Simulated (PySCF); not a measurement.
C₄H₄Cl₂. Atoms are numbered in the order given.

```xyz
10

C      2.4234    -0.2206    -1.7568
C      1.3396    -0.3120    -1.0313
C      0.2404    -0.3948    -0.3205
Cl     0.1811    -1.4081     1.1168
C     -1.0251     0.3336    -0.6425
Cl    -1.4075     1.6112     0.5842
H      2.6078    -0.8983    -2.5989
H      3.1883     0.5358    -1.5439
H     -1.8795    -0.3564    -0.6505
H     -0.9380     0.8297    -1.6167
```

The structure is a stationary point at B3LYP-D3(BJ)/def2-SVP. Other conformers were not sampled.

Level of theory: PySCF with B3LYP/def2-TZVP.

ESP charges are fitted to the potential on shells at 1.4 to 2.0 van der Waals radii. Atomic charges (e):

```tsv
atom	ESP fit	IAO	Mulliken
C1	-0.55	-0.31	-0.26
C2	0.18	0.02	0.07
C3	-0.01	-0.04	-0.01
Cl4	-0.07	(withheld)	-0.10
C5	-0.34	(withheld)	-0.12
Cl6	-0.10	(withheld)	-0.15
H7	0.23	0.18	0.15
H8	0.24	0.18	0.15
H9	0.21	(withheld)	0.14
H10	0.20	(withheld)	0.14
```

Q: Complete the blanks. (The exact figures need the calculation; the answer reports its results.)

A: 
- Cl4, IAO: -0.03
- C5, IAO: -0.23
- Cl6, IAO: -0.11
- H9, IAO: 0.17
- H10, IAO: 0.18

Computed Mayer and Wiberg (Löwdin basis) orders of the bonds:
```json
[
 {"bond": "C1–C2", "Mayer": "1.95", "Wiberg": "2.17"},
 {"bond": "C2–C3", "Mayer": "1.82", "Wiberg": "1.95"},
 {"bond": "C3–Cl4", "Mayer": "1.09", "Wiberg": "1.60"},
 {"bond": "C3–C5", "Mayer": "0.94", "Wiberg": "1.27"},
 {"bond": "C5–Cl6", "Mayer": "1.07", "Wiberg": "1.57"},
 {"bond": "C1–H7", "Mayer": "0.93", "Wiberg": "0.87"},
 {"bond": "C1–H8", "Mayer": "0.93", "Wiberg": "0.87"},
 {"bond": "C5–H9", "Mayer": "0.95", "Wiberg": "0.87"},
 {"bond": "C5–H10", "Mayer": "0.97", "Wiberg": "0.87"}
]
```
